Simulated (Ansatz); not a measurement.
C$_{4}$H$_{5}$ (SMILES [CH]=CC=C), doublet (typed; the unrestricted solution is spin-contaminated), geometry from GFN2-xTB, with bond 9-4 at 1.25 times its length; Ansatz (a program for electronic structure) with HF/def2-SV(P).

Input for Ansatz:
Ansatz 0.2 input:
```yaml
crystal:
  periodic: [false, false, false]
  atoms:
    - {symbol: C, position_ang: [0.60085967, 1.81351297, 0.01556469]}
    - {symbol: C, position_ang: [0.61610420, 0.51445077, 0.00328056]}
    - {symbol: C, position_ang: [-0.56525911, -0.35580246, -0.00191456]}
    - {symbol: C, position_ang: [-0.48769899, -1.67890196, -0.01458395]}
    - {symbol: H, position_ang: [-0.11254112, 2.60487760, 0.02484085]}
    - {symbol: H, position_ang: [1.56076214, -0.02055891, -0.00416798]}
    - {symbol: H, position_ang: [-1.52208225, 0.14758648, 0.00526689]}
    - {symbol: H, position_ang: [0.45913300, -2.19376719, -0.02184815]}
    - {symbol: H, position_ang: [-1.58970822, -2.45239192, -0.01906902]}
basis:
  gaussian:
    orbitals: def2-SV_P_.json
hamiltonian:
  xc: hf
magnetization: {spin_polarized: true, initial_magnetization: 1}
```
The basis file holds def2-SV(P) in the JSON format of the Basis Set Exchange.

Output, abridged:

```
Functional definition: HF
743 factors; integrals over basis functions are off by at most 1.5e-3 eV
mean field evaluation 1: about -4190.8707 eV, gradient 1.8e1 eV
mean field evaluation 2: about -4190.8768 eV, gradient 1.8e1 eV
mean field evaluation 4: about -4193.5409 eV, gradient 2.8e0 eV
mean field evaluation 8: about -4193.6965 eV, gradient 7.5e-1 eV
mean field evaluation 16: about -4193.8861 eV, gradient 6.4e-5 eV
mean field evaluation 32: about -4190.8724 eV, gradient 1.8e1 eV
mean field -4193.88606416 eV, -154.1224701399 hartree, gradient 8.8e-5 eV, S^2 1.237679; 1 other end points of the search recorded, 0 dependent functions left out
reference -4193.88606416 eV, -154.1224701399 hartree; 15, 14 occupied and 51, 52 virtual orbitals, 743 factors
Total energy: -4193.88606416 eV, -154.1224701399 hartree
```
